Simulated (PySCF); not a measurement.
Input of a response calculation (the driver script's job line, then coordinates in Å):

```
{"job": {"kind": "uv", "xc": "PBE0", "basis": "def2-SVPD", "nstates": 8, "ntriplets": 3}, "charge": 0, "multiplicity": 1}
C      0.409396    -1.497333     0.614990
C     -0.078836    -0.120494     0.176121
Si    -1.898683     0.139178     0.707551
Ge     0.030247    -0.015680    -1.815924
C      0.771744     0.960418     0.815475
S      2.513745     0.968058     0.238344
H      0.298152    -1.630151     1.691652
H     -0.152090    -2.284830     0.112616
H      1.465365    -1.622446     0.368040
H     -2.717421    -0.914645     0.110526
H     -2.343674     1.458041     0.251180
H     -1.958962     0.069388     2.168992
H     -0.124187     1.396740    -2.306393
H      1.321232    -0.547588    -2.359604
H     -1.067612    -0.815960    -2.446089
H      0.841745     0.813118     1.895294
H      0.376944     1.958310     0.624812
H      2.304137     1.692195    -0.859239
```

Theory: TDDFT PBE0/def2-SVPD, vertical, gas phase, core orbitals frozen in the response (PySCF). Job line and output are in the format of a driver script around the code.

(1) What does the script print for it?

Results:

(1) 
```
coarse grid: 65352 points
cycle   1  E = -2884.9422701537  dE = -3.237e-01  |g| = 4.612e-01  |ddm| = 6.788e+00
cycle   2  E = -2884.9266205275  dE =  1.565e-02  |g| = 5.396e-01  |ddm| = 1.556e+00
cycle   3  E = -2884.9790404319  dE = -5.242e-02  |g| = 7.247e-02  |ddm| = 8.884e-01
cycle   4  E = -2884.9803027489  dE = -1.262e-03  |g| = 3.026e-02  |ddm| = 2.362e-01
cycle   5  E = -2884.9805216389  dE = -2.189e-04  |g| = 6.056e-03  |ddm| = 6.609e-02
cycle   6  E = -2884.9805314578  dE = -9.819e-06  |g| = 1.422e-03  |ddm| = 1.938e-02
final grid: 134800 points
cycle   7  E = -2884.9804381344  dE = -5.008e-08  |g| = 1.736e-03  |ddm| = 2.382e-02
cycle   8  E = -2884.9804375860  dE =  5.484e-07  |g| = 2.256e-03  |ddm| = 8.704e-03
cycle   9  E = -2884.9804389299  dE = -1.344e-06  |g| = 1.356e-04  |ddm| = 4.823e-03
cycle  10  E = -2884.9804389346  dE = -4.694e-09  |g| = 2.452e-05  |ddm| = 3.461e-04
cycle  11  E = -2884.9804389348  dE = -1.442e-10  |g| = 1.361e-05  |ddm| = 8.840e-05
converged SCF energy = -2884.9804389348

Static polarisability (au): isotropic 115.682, principal 102.088 114.813 130.144

Singlet excitations
state   eV       nm        f      main configurations
  1   5.4959    225.6   0.00647   H->L 0.82, H->L+2 0.10
  2   5.9598    208.0   0.02104   H->L+1 0.90
  3   6.5268    190.0   0.02193   H->L+2 0.70, H->L 0.13
  4   6.6903    185.3   0.00322   H-1->L 0.77, H->L+3 0.13
  5   6.7480    183.7   0.03022   H->L+3 0.69, H-1->L 0.12
  6   6.9645    178.0   0.06543   H-1->L+1 0.94
  7   7.0126    176.8   0.00264   H->L+4 0.69, H->L+6 0.13
  8   7.1168    174.2   0.02038   H->L+6 0.80, H->L+4 0.12

Triplet excitations (Tamm-Dancoff, eV): 5.0749 5.5158 6.2707
```

One conformer (not necessarily the lowest) at the GFN2-xTB geometry, without solvent, vibrations or thermal averaging. The PBE0/def2-SVPD calculation is non-relativistic and has no spin–orbit coupling, an omission that weighs most on germanium.

The SCF starts on a coarse grid; the energy jumps when the final grid takes over, and dE counts afresh there. H and L stand for HOMO and LUMO.

Shape of the structure used: `[CH3:1][C@:2]([SiH3:3])([GeH3:4])[CH2:5][SH:6]`: C1–C2–C5–S6 66°, H–S6–C5–C2 84°.
